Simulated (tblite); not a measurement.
Problem. Give a GFN2-xTB geometry of `[c]1cc(occ1C(C)=O)=O` [radical]. (Doublet state.)

Solution. 
```xyz
15
C7H5O3 angstrom
C     -2.2676    1.0834   -0.2772
C     -1.6933   -0.2182    0.2018
O     -2.3527   -1.1404    0.6151
C     -0.2108   -0.2876    0.1267
C      0.6205    0.7494   -0.3428
C      1.9428    0.6771   -0.4031
C      2.6103   -0.5527    0.0412
O      3.7936   -0.7442    0.0366
O      1.7636   -1.5448    0.4925
C      0.4514   -1.4094    0.5279
H     -1.8566    1.8992    0.3143
H     -1.9766    1.2457   -1.3132
H     -3.3504    1.0707   -0.1926
H      2.5930    1.4581   -0.7595
H     -0.0716   -2.2785    0.9102
```

Orientation and origin are arbitrary. Atoms count from 1 in this order. Of the pairs four or more bonds apart, O3···H15 is among the closest relative to their van der Waals radii: 2.57 Å, 94 % of the sum of Bondi's values. C2 (carbon bonded to 2 C and O) is planar (angles 124.3°, 121.8° and 114.0°, sum 360.0°, 0.00 Å off the plane of its three neighbours). C4 (carbon bonded to 3 C) is planar (angles 124.8°, 120.5° and 114.6°, sum 360.0°, 0.00 Å off the plane of its three neighbours). C10 (carbon bonded to C, O and H) is planar (angles 124.0°, 122.0° and 114.0°, sum 360.0°, 0.00 Å off the plane of its three neighbours).

Bonds between heavy atoms (Å): C1–C2 1.501, C2=O3 1.207, C2–C4 1.486, C4–C5 1.410, C5=C6 1.326, C6–C7 1.468, C7=O8 1.199, C7–O9 1.380, O9–C10 1.320, C4=C10 1.363.

Computed geometry: GFN2-xTB, gas phase. This method treats the open shell by occupation alone, without spin polarisation.

Point group: Cs (every atom within 0.08 Å of its image). Its GFN2-xTB frequencies are all real (lowest 49 cm⁻¹). Torsions: C1–C2–C4–C5 0°, C2–C4–C5–C6 180°, C5–C6–C7–O8 180°, C6–C7–O9–C10 0°, C7–O9–C10–C4 0°.

On one thread, Arm Neoverse V2 (aarch64), shared host with 96 logical CPUs at a one-minute load of 19, this took 0.66 s wall. That covers the optimisation of the geometry.

One conformer stands for the species.
